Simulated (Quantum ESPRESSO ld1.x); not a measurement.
The numbers below are computed, except where a source is named.
Q: Species: the indium ion In6+. Configuration: [Kr] 4d7. Level of theory: scalar-relativistic Kohn-Sham, LDA (Slater exchange, Perdew-Zunger correlation), spin-polarised, spherical densities, point nucleus; open shells are filled with parallel spins first (ld1.x of Quantum ESPRESSO 7.5). Some entries of the table are withheld. Estimate them.

orbital,occ.,eigenvalue (eV),<r> (bohr)
1s up,1,-27815.091,0.02974
1s down,1,-27815.069,0.02974
2s up,1,-4246.200,0.1286
2s down,1,-4245.377,0.1286
2p up,3,-3823.141,0.1122
2p down,3,-3822.486,0.1122
3s up,1,-880.469,0.3491
3s down,1,-879.904,0.3490
3p up,3,-741.970,0.3474
3p down,3,-741.360,0.3473
3d up,5,(1),0.3242
3d down,5,(2),0.3241
4s up,1,-209.551,0.8328
4s down,1,-206.817,0.8326
4p up,3,-167.099,0.8932
4p down,3,-164.357,0.8936
4d up,5,(3),1.040
4d down,2,(4),1.045

A: 
(1) 3d up eigenvalue (eV): -526.524
(2) 3d down eigenvalue (eV): -525.720
(3) 4d up eigenvalue (eV): -104.239
(4) 4d down eigenvalue (eV): -101.611
